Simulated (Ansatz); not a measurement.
Molecule (SMILES): [SiH]Br (SiH-Br) (closed-shell singlet).
Geometry (B3LYP-D3(BJ)/def2-TZVP, fixed):
```xyz
3

Si    -0.8792    -0.7820     1.0617
H     -1.8991    -1.2190     0.0169
Br     0.4059     0.3476    -0.4252
```

Basis-set convergence of the dipole moment at PBE0 with Ansatz (an electronic-structure program). Dipoles come from the density behind the forces; the sign is taken along the dipole that this method gives in the largest set. All functions are spherical. The program fits the integrals of some runs and decomposes those of others, by size. No added dispersion term, no relativity. Reference: the value in aug-pcseg-3, 1.128 D, itself unsure by roughly 0.001 D (its mean distance from aug-cc-pV(Q+d)Z, def2-QZVPPD). Deviations are taken from unrounded values.

```
basis            functions  dipole moment (D)
---------------  ---------  -----------------
pcseg-1                 50              1.204
aug-pcseg-1             72              1.177
cc-pV(D+d)Z             55              1.166
aug-cc-pV(D+d)Z         77              1.164
def2-SVP                55              1.116
def2-SVPD               73              1.156
def2-TZVP               91              1.141
def2-TZVPD             109              1.132
pcseg-2                 91              1.238
aug-pcseg-2            132              1.134
cc-pV(T+d)Z             96              1.140
aug-cc-pV(T+d)Z        137              1.133
def2-TZVPP             104              1.139
def2-TZVPPD            122              1.132
cc-pV(Q+d)Z            162              1.132
aug-cc-pV(Q+d)Z        228              1.130
pcseg-3                165              1.145
aug-pcseg-3            231              1.128
def2-QZVPP             189              1.130
def2-QZVPPD            207              1.128
```

What the diffuse functions change, pair by pair:
- pcseg-1 to aug-pcseg-1: 22 more functions, deviation 0.076 to 0.049 D
- cc-pV(D+d)Z to aug-cc-pV(D+d)Z: 22 more functions, deviation 0.038 to 0.036 D
- def2-SVP to def2-SVPD: 18 more functions, deviation -0.012 to 0.028 D
- def2-TZVP to def2-TZVPD: 18 more functions, deviation 0.013 to 0.004 D
- pcseg-2 to aug-pcseg-2: 41 more functions, deviation 0.111 to 0.006 D
- cc-pV(T+d)Z to aug-cc-pV(T+d)Z: 41 more functions, deviation 0.012 to 0.006 D
- def2-TZVPP to def2-TZVPPD: 18 more functions, deviation 0.012 to 0.005 D
- cc-pV(Q+d)Z to aug-cc-pV(Q+d)Z: 66 more functions, deviation 0.004 to 0.003 D
- pcseg-3 to aug-pcseg-3: 66 more functions, deviation 0.018 to 0.000 D
- def2-QZVPP to def2-QZVPPD: 18 more functions, deviation 0.002 to 0.000 D

Leaving out the reference's own pair, they bring the value nearer the reference by more than 0.001 D in 7 of 9 pairs.
